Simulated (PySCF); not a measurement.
An unknown shows these calculated signals:

¹H NMR (400 MHz, computed): δ 10.17 (m, 2H), 4.87 (m, 6H).

¹³C{¹H} NMR (computed): δ 173.8 (C), 172.3 (CH).

PySCF calculation with shieldings: GIAO PBE0/pcSseg-1 and GFN2-xTB geometry; equivalent nuclei averaged, non-relativistic Hamiltonian, in vacuum, one conformer.

Chemical shifts δ = σref − σ; TMS for ¹H, ¹³C, all at this level.

Which of these does the molecule contain: a (CH3)2CH unit, an S-methyl group, a Si–H bond, a CF3 group?

Results:


- A (CH3)2CH unit: no.
- An S-methyl group: no.
- A Si–H bond: yes (δH 4.87 (m)).
- A CF3 group: no.

The data belong to SMILES [SiH3]c1cpc([SiH3])cp1, C4H8P2Si2; they needn't prove each group on their own.

Carbon signals by region: 2 in the far downfield region (above 160 ppm). Above 160 ppm: 173.8, substituted aromatic carbon, 172.3, aromatic CH.

Splittings by ³¹P in the carbon and heteronuclear signals aren't shown, as no couplings were computed. Shifts are as computed. Against solution values, carbons near 30 ppm lie about +3 ppm off and those near 130 ppm about +5 ppm. Of 1211 compounds with measured shifts, 218 miss one by over three times the rms of a fit or turn the order of signals round; such compounds aren't used in these exercises. No couplings were computed; multiplicities are counted from neighbouring protons, with m where these are inequivalent, close in shift, in a saturated or five-membered ring or joined by F or P, and br s for small geminal =CH2 splittings.
